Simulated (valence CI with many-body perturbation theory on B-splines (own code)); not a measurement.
# Cu⁶⁺: what the settings do

Calculated by valence CI with perturbative core correlation (CI+MBPT): five valence electrons over a frozen Dirac-Fock core [Ar], radial functions for each j: 6 s, 6 p, 5 d, 5 f, 1 g, with the one-electron correlation potential Σ1 (screened to all orders), the two-electron term Σ2, the three-electron term Σ3, Breit, model QED; selected single and double excitations, second order for the rest, scaled by the run's own slope (own B-spline code, finite nucleus).

Against 21 measured levels this calculation errs by 485 cm⁻¹ on average and by 1886 at most. Among the levels kept, up to 400 cm⁻¹ of a level comes from second order outside the variational space, and about a tenth of that is noise between levels of different J, which matters for small intervals. Only levels of the ground parity were solved; by the run's estimate the other parity begins above the list, which can be wrong where configurations are misplaced.

The reference run has the lowest level 3d5 6S_5/2 and an ionisation energy of 137.492 eV. Its largest variational space holds 10101 state functions.

| Level | Reference (cm⁻¹) | Shift (cm⁻¹) |
| --- | --- | --- |
| 3d5 4G_11/2 | 45594 | +2328 |
| 3d5 4G_5/2 | 45656 | +2362 |
| 3d5 4G_7/2 | 45716 | +2350 |
| 3d5 4G_9/2 | 45722 | +2333 |
| 3d5 4P_5/2 | 51154 | +3973 |
| 3d5 4P_3/2 | 51502 | +3981 |
| 3d5 4P_1/2 | 51879 | +4055 |
| 3d5 4D_7/2 | 55599 | +3321 |
| 3d5 4D_1/2 | 56090 | +3349 |
| 3d5 4D_3/2 | 56342 | +3431 |
| 3d5 4D_5/2 | 56343 | +3465 |
| 3d5 2I_11/2 | 65891 | +3040 |

The ionisation energy moves by +0.350 eV.

Q: Which of these changes was made?
A. hole-hole ladder in Σ2 on → off
B. correlating orbitals by l 3 3 3 3 1 → 2 2 1 1 0; natural orbitals for correlation on → off
C. highest l in the core sums 6 → 4; logarithmic knot step 0.27 → 0.33
D. correlating orbitals by l 3 3 3 3 1 → 2 6 1 4 0

A: B. correlating orbitals by l 3 3 3 3 1 → 2 2 1 1 0; natural orbitals for correlation on → off.
